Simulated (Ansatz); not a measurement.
BFH3NSi (`FB1N[SiH2]1`), 7 atoms. Charge 0, multiplicity 1. All runs use 2 threads of an Arm Neoverse V1 on a shared host. Correlated methods freeze the cores. Open-shell runs search over several starts.

Task: How many basis functions does each run have, and how long does it take in Ansatz? RKS PBE0-D4/def2-TZVP relaxation (7 steps); RKS HSE06 (plane-wave form)-D4/def2-TZVPP energy; UKS ωB97M-V/def2-TZVPP energy of the cation; RHF-CCSD(T)/def2-SVP energy; RKS ωB97M-V/def2-SVP energy; RHF-MP2/def2-QZVPP energy; RKS ωB97M-V/def2-TZVPP energy and forces; RKS LC-ωPBE/def2-TZVPP energy; RKS BLYP-D4/def2-TZVPP energy; UKS PBE-D4/def2-TZVPP energy of the cation; UKS PBE0-D4/def2-TZVPP energy of the cation; direct RPA on PBE orbitals/def2-TZVPP energy. (Best estimate.)

Result: Ansatz gave: Other jobs shared the machine, so times are rough.

```
                                    level                   job  functions  wall time  peak host memory (GiB)
                     RHF-CCSD(T)/def2-SVP                energy         75      1.8 s                    0.34
                   RKS BLYP-D4/def2-TZVPP                energy        177      1.9 s                    0.17
                   RKS LC-ωPBE/def2-TZVPP                energy        177      2.3 s                    0.34
RKS HSE06 (plane-wave form)-D4/def2-TZVPP                energy        177      2.6 s                    0.35
    direct RPA on PBE orbitals/def2-TZVPP                energy        177      3.9 s                    0.34
                     RKS ωB97M-V/def2-SVP                energy         75      3.9 s                    0.34
                    UKS PBE-D4/def2-TZVPP  energy of the cation        177      5.5 s                    0.34
                   UKS PBE0-D4/def2-TZVPP  energy of the cation        177        6 s                     0.4
                   RKS ωB97M-V/def2-TZVPP     energy and forces        177      9.5 s                    0.44
                       RHF-MP2/def2-QZVPP                energy        331       13 s                     1.2
                    RKS PBE0-D4/def2-TZVP  relaxation (7 steps)        148       21 s                    0.27
                   UKS ωB97M-V/def2-TZVPP  energy of the cation        177       26 s                    0.61
```

LC-ωPBE has ω = 0.4 bohr⁻¹.
